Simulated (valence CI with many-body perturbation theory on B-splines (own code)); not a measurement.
**Dy XXXVI: what the settings do**

Calculated by configuration interaction combined with many-body perturbation theory (CI+MBPT): three valence electrons over a frozen Dirac-Fock core [Ar] 3d10, a basis of 6 s, 6 p, 5 d, 3 f, 1 g functions for each j, with the one-electron correlation potential Σ1 (screened to all orders), the two-electron term Σ2, the three-electron term Σ3, Breit, model QED; selected single and double excitations, second order for the rest (own B-spline code, finite nucleus).

The last digits are not significant, and no measured levels were compared; by estimate large intervals hold to a few tenths of a per cent, small ones and those within an open d or f shell to about a per cent.

The reference run has the lowest level (4s^2 4p1/2) J=1/2 and an ionisation energy of 1520.73 eV. Its largest variational space holds 2817 state functions.

Levels are named by their leading jj configuration (3d3/2^4 stands for four electrons in 3d with j = 3/2), which in mixed levels can hold well under half, so a name can repeat and another be missing. Letters in brackets count levels of one name in rising energy.

Reference levels: (4s^2 4p3/2) J=3/2 427742, (4s 4p1/2^2) J=1/2 620621, (4s 4p1/2 4p3/2) J=3/2 [a] 965590, (4s 4p1/2 4p3/2) J=5/2 1020500, (4s 4p1/2 4p3/2) J=3/2 [b] 1101040, (4s 4p1/2 4p3/2) J=1/2 1124510, (4s 4p3/2^2) J=5/2 1412760, (4s^2 4d3/2) J=3/2 1482040, (4s 4p3/2^2) J=1/2 1552830, (4s 4p3/2^2) J=3/2 1590210, (4s^2 4d5/2) J=5/2 1603580, (4p1/2^2 4p3/2) J=3/2 1732150 cm⁻¹.

**Question.** Rank these changes by the mean size of the shift of these levels, smallest first.
A. screening of Σ1 on → off
B. highest l in the core sums 6 → 4
C. correlating orbitals by l 3 3 3 2 1 → 0 0 0 0 0
D. scale of Σ1 1 → 0.8; shift of the energy in Σ1 (hartree) 0 → -12.033

**Answer.** B (77 cm⁻¹), A (110 cm⁻¹), D (310 cm⁻¹), C (500 cm⁻¹).
